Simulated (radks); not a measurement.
Al+, configuration [Ne] 3s2 (the NIST ground configuration).

Calculated with a radial shooting solver on a logarithmic mesh with Libxc functionals: non-relativistic Kohn-Sham, Slater X-alpha with alpha = 0.792, spin-polarised, spherical densities, point nucleus.

Energy parts (eV):
| part | energy |
|---|---|
| total | -6619.051 |
| kinetic | 6619.051 |
| electron-nucleus | -15700.055 |
| Hartree | 2994.142 |
| exchange | -532.190 |

Orbitals (lengths in bohr, moments of r in powers of bohr; r(90%) holds 90 % of the orbital's charge):
orbital  occ.  eigenvalue (eV)    <r^2>     <r>  r(90%)   <1/r>
1s          2        -1524.816  0.01954  0.1205   0.215   12.58
2s          2        -118.4396   0.4678  0.6248   0.988   2.342
2p          6         -80.9992   0.4513  0.5962    1.01   2.232
3s          2         -14.8994    6.317   2.339    3.53  0.5772

The highest occupied level is 3s at -14.899 eV. For comparison, the ionisation energy in NIST's Atomic Spectra Database is 18.829 eV (measured). In exact Kohn-Sham theory the highest level is minus the ionisation energy, but local and semilocal functionals leave it too shallow, through self-interaction and a potential that decays too fast; potentials with the right tail come closer. Summed over all electrons, <r^2> = 16.32 bohr^2, which gives a Langevin (diamagnetic) susceptibility term of -12.9 x 10^-6 cm^3/mol.
